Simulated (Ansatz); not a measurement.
A structure relaxed at PBE0-D4/def2-TZVP, charge 0, multiplicity 1:

```xyz
9

C    -0.8675   -0.4615    1.3387
S    -0.0289    1.1149    0.9639
Sn    0.8131    0.5599   -1.1483
F     1.9898   -0.9272   -1.1349
F     1.7559    1.9691   -1.9845
F    -0.5318    0.0151   -2.3698
H    -1.6511   -0.6777    0.6152
H    -0.1581   -1.2843    1.4022
H    -1.3214   -0.3083    2.3176
```

Q: Give its formula and SMILES.

A: CH3F3SSn, `C[S][Sn]([F])([F])[F]`.

Q: Point group (tolerance 0.08 Å, 0.16 Å for H)?

A: Cs.

Q: Summarise the bond lengths by kind.

A: 1 × C–S 1.824 Å; 3 × C–H 1.088 to 1.090 Å; 1 × S–Sn 2.341 Å; 3 × F–Sn 1.891 to 1.897 Å.

Program: Ansatz 0.2.0.
